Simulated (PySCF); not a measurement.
**Relaxation of singlet H₂SeO₂**

Computed with PBE0/[Se def2-TZVP, O def2-TZVP, H def2-TZVP], no relativity, density fitting, PySCF. A (50,194) grid was used.

A hand-made square planar (ligand arrangement 1) start, of C2v symmetry, held to at least that symmetry:

Coordinates in bohr (charge 0 multiplicity 1):
```
Se    0.4104    0.4104    0.0000
O    -2.6888    0.4104    0.0000
O     0.4104   -2.6888    0.0000
H     3.2072    0.4104    0.0000
H     0.4104    3.2072    0.0000
```

Optimiser trace:
| step | E − E(last) (kJ/mol) | largest gradient (Eh/bohr) |
| --- | --- | --- |
| 0 | 39.92 | 0.04497 |
| 1 | 3.09 | 0.02302 |
| 2 | 0.36 | 0.00479 |
| 3 | 0.01 | 0.00082 |
| 4 | 0.00 | 0.00010 |
| 5 | 0.00 | 0.00002 |

It ends at C2v with Se–H 1.557 Å (×2), Se–O 1.638 Å (×2); H–Se–H 87.5°, H–Se–O 85.1° (×2), H–Se–O 172.7° (×2), O–Se–O 102.2°. A frequency run shows 1 imaginary mode, down to 1153i cm⁻¹, so it is a saddle point. Other isomers or separated fragments may lie lower.

The relaxation took of the order of 40 core-seconds on a shared host.
